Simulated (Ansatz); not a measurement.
A run for Ansatz (a first-principles code): R-CCSD(T)/def2-SVP on BiH3O (SMILES [OH][BiH2]), a point of a torsion scan. Elements past Kr take the def2 small-core potentials; no spin–orbit coupling. The run froze 10 orbitals, filled d shells among them.

Ansatz 0.2 input:
```yaml
crystal:
  periodic: [false, false, false]
  atoms:
    - {symbol: O, position_ang: [1.18655108, -0.53556323, -0.22139722]}
    - {symbol: Bi, position_ang: [-0.54790265, 0.20928333, 0.75390760]}
    - {symbol: H, position_ang: [1.91310236, 0.07562120, -0.10188418]}
    - {symbol: H, position_ang: [-1.46801813, 0.25701408, -0.76258063]}
    - {symbol: H, position_ang: [-1.16048834, -1.42894491, 0.99824214]}
basis:
  gaussian:
    orbitals: def2-SVP
magnetization: {spin_polarized: false}
correlation: {method: ccsd_t, electrons: outside_noble_gas}
scf: {lower_state_search: off}
```

Output:

```
WARN ansatz: RAYON_NUM_THREADS=1 ignored (pool sized by the plan → 1); use --threads N
Functional definition: HF
these checks for a lower state are left out or cut short: stability, starts, cluster_reference, orbital_swaps, neighbouring_geometries, increment
integrals: 0.03 GiB planned
616 factors; integrals over basis functions are off by at most 6.1e-4 eV
mean field: 0.11 GiB planned
mean field evaluation 1: about -7889.9795 eV, gradient 3.6e1 eV
mean field evaluation 2: about -7890.0501 eV, gradient 3.6e1 eV
mean field evaluation 4: about -7892.7513 eV, gradient 2.0e0 eV
mean field evaluation 8: about -7892.7772 eV, gradient 1.2e-1 eV
mean field -7892.77740226 eV, -290.0542196165 hartree, gradient 1.6e-6 eV, S^2 0.000000; 0 other end points of the search recorded, 0 dependent functions left out
10 core orbitals not correlated
reference -7892.77740226 eV, -290.0542196165 hartree; 7, 7 occupied and 38, 38 virtual orbitals, 616 factors
second order -7.92239914 eV of doubles, -0.00000000 eV of singles
coupled cluster: 0.09 GiB planned
cycle   1  -8.18470236 eV  change   -2.6e-1 eV  update   9.0e-2
cycle   2  -8.45261568 eV  change   -2.7e-1 eV  update   3.2e-2
cycle   3  -8.55816114 eV  change   -1.1e-1 eV  update   2.0e-2
cycle   4  -8.55296670 eV  change    5.2e-3 eV  update   5.1e-3
cycle   5  -8.55202069 eV  change    9.5e-4 eV  update   2.3e-3
cycle   6  -8.55250027 eV  change   -4.8e-4 eV  update   7.7e-4
cycle   7  -8.55208662 eV  change    4.1e-4 eV  update   2.9e-4
cycle   8  -8.55205513 eV  change    3.1e-5 eV  update   1.0e-4
cycle   9  -8.55210792 eV  change   -5.3e-5 eV  update   3.5e-5
cycle  10  -8.55210568 eV  change    2.2e-6 eV  update   1.6e-5
perturbative correction -0.20259698 eV, -0.0074453019 hartree
Total energy: -7901.53210493 eV, -290.3759490053 hartree
Checks for a lower state left out: stability, starts, cluster_reference, orbital_swaps, neighbouring_geometries, increment
```

The run converged.

Cost: very roughly 1.6 core-seconds.
